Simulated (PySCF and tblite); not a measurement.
Values are calculated unless marked as measured or tabulated.
Barrier and rate of a rotation

System: C4H11Se (charge +1), numbered as in [CH3:1][CH2:2][Se+:3]([CH3:4])[CH3:5].

Motion: rotation about the C2–Se3 bond (torsion C1–C2–Se3–C4 from -71° to 49°, rising). Level: PBE0/pcSseg-1 + D3(BJ) on GFN2-xTB stationary points, with GFN2-xTB thermal terms. Rate constants are transition-state-theory values, counting equivalent paths, without tunnelling. Programs: tblite and PySCF.

```json
{"point": "start", "symmetry": "C1", "E(GFN2) kcal/mol": "0.0", "E(DFT) kcal/mol": "0.0", "ZPE change kcal/mol": "0.00", "lowest mode cm⁻¹": "55"}
{"point": "saddle", "symmetry": "C1", "E(GFN2) kcal/mol": "1.8", "E(DFT) kcal/mol": "2.4", "ZPE change kcal/mol": "0.18", "lowest mode cm⁻¹": "82i"}
{"point": "end", "symmetry": "Cs", "E(GFN2) kcal/mol": "0.4", "E(DFT) kcal/mol": "0.2", "ZPE change kcal/mol": "0.08", "lowest mode cm⁻¹": "32"}
```

```
Electronic barrier                                      : 2.4 kcal/mol
Barrier with zero-point energy                          : 2.6 kcal/mol
ΔH‡ (298 K)                                             : 2.0 kcal/mol
ΔS‡ (298 K, symmetry apart)                             : -4.7 cal/(mol K)
Paths                                                   : 1 equivalent path
End point                                               : a different minimum
Mean lifetime of the start against this motion at 298 K : 49 ps
Cost                                                    : 71 s on 1 thread of Intel Xeon @ 2.80GHz, shared host (rough), peak memory 0.85 GiB, launched as `OMP_NUM_THREADS=1 python ens_run.py task.json out`
```

| T/K | ΔG‡ kcal/mol | k s⁻¹ | ΔG kcal/mol | k back s⁻¹ |
| --- | --- | --- | --- | --- |
| 150 | 2.9 | 1.8×10⁸ | 0.3 | 9.7×10⁸ |
| 200 | 3.1 | 1.9×10⁹ | 0.3 | 8×10⁹ |
| 250 | 3.2 | 8×10⁹ | 0.3 | 2.9×10¹⁰ |
| 298 | 3.4 | 2×10¹⁰ | 0.3 | 6.8×10¹⁰ |
| 350 | 3.6 | 4.3×10¹⁰ | 0.3 | 1.3×10¹¹ |
| 400 | 3.8 | 7.3×10¹⁰ | 0.3 | 2.2×10¹¹ |
| 500 | 4.2 | 1.6×10¹¹ | 0.3 | 4.4×10¹¹ |

ΔG and ΔG‡ leave out symmetry numbers and mirror images; rates count paths: 1 out, 2 back.

The ion is treated without a counter-ion. Spin–orbit effects of heavy atoms on shieldings are missing.
